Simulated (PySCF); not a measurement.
Computed IR spectrum (relative IR intensity) of a molecule C₆H₆. Coordinates come from a PBE-D3(BJ)/def2-SVP optimisation. Other conformers were not sampled. Calculation: PBE-D3(BJ)/def2-SVP (PySCF 2.14.0). Frequencies are harmonic and unscaled.

```json
[
 {"ν (cm⁻¹)": "317", "relative intensity": "4.2"},
 {"ν (cm⁻¹)": "339", "relative intensity": "13"},
 {"ν (cm⁻¹)": "442", "relative intensity": "6.5"},
 {"ν (cm⁻¹)": "530", "relative intensity": "9.3"},
 {"ν (cm⁻¹)": "580", "relative intensity": "12"},
 {"ν (cm⁻¹)": "638", "relative intensity": "54"},
 {"ν (cm⁻¹)": "653", "relative intensity": "50"},
 {"ν (cm⁻¹)": "821", "relative intensity": "66"},
 {"ν (cm⁻¹)": "843", "relative intensity": "6.8"},
 {"ν (cm⁻¹)": "871", "relative intensity": "18"},
 {"ν (cm⁻¹)": "1235", "relative intensity": "29"},
 {"ν (cm⁻¹)": "1374", "relative intensity": "8.2"},
 {"ν (cm⁻¹)": "1417", "relative intensity": "5.4"},
 {"ν (cm⁻¹)": "2028", "relative intensity": "59"},
 {"ν (cm⁻¹)": "2168", "relative intensity": "8.2"},
 {"ν (cm⁻¹)": "2949", "relative intensity": "14"},
 {"ν (cm⁻¹)": "3014", "relative intensity": "2.7"},
 {"ν (cm⁻¹)": "3053", "relative intensity": "2.0"},
 {"ν (cm⁻¹)": "3074", "relative intensity": "2.7"},
 {"ν (cm⁻¹)": "3409", "relative intensity": "100"}
]
```

Pick the molecule that these values belong to.
(A) C=C=CC#CC
(B) C#CCC=C=C
(C) C=CC#CC=C
(D) c1ccccc1

B, C#CCC=C=C
